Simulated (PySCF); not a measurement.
Stretching ZnSi⁺

Set-up: PySCF, spin-free X2C with a Gaussian nucleus, basis sets Zn x2c-SVPall, Si x2c-SVPall. Energies in eV from Zn + Si⁺ in their ground configurations at the same level. State: ²Π (doublet), unpaired electrons π ↑.

```
R (Å)  B2PLYP  PBEsol
2.179  -1.102  -1.615
2.281  -1.341  -1.812
2.382  -1.474  -1.910
2.458  -1.524  -1.937
2.534  -1.542  -1.935
2.610  -1.536  -1.912
2.711  -1.502  -1.857
2.838  -1.431  -1.765
2.990  -1.322  -1.636
3.193  -1.158  -1.457
```

Question: Put a parabola through the three lowest points of the B2PLYP curve and estimate Re, k and ωe (reduced mass 19.46 u; 1 eV/Å² = 0.16022 mdyn/Å; ωe = 1302.8·√(k/μ) cm⁻¹).

Answer: Through R = 2.458, 2.534, 2.61 Å the second-order coefficient is 2.08 eV/Å², so Re ≈ 2.553 Å, k ≈ 0.666 mdyn/Å and ωe ≈ 241 cm⁻¹. A polynomial fit of higher order to the unrounded B2PLYP energies gives Re = 2.552 Å, k = 0.611 mdyn/Å, ωe = 231 cm⁻¹; anharmonicity and rounding make the difference.

The higher-order fit for each curve: B2PLYP: Re = 2.552 Å, ωe = 231 cm⁻¹, De = 1.54 eV; PBEsol: Re = 2.489 Å, ωe = 248 cm⁻¹, De = 1.94 eV.

Correlated steps freeze 10 core orbitals. For an ion De counts to the pair picked by the measured ionisation energies or electron affinities, which need not be the lowest pair at this level. B2PLYP dipoles, levels and charges come from its SCF part alone. The state is the lowest determinant that a PBE0 search found; another state may lie lower at other levels.
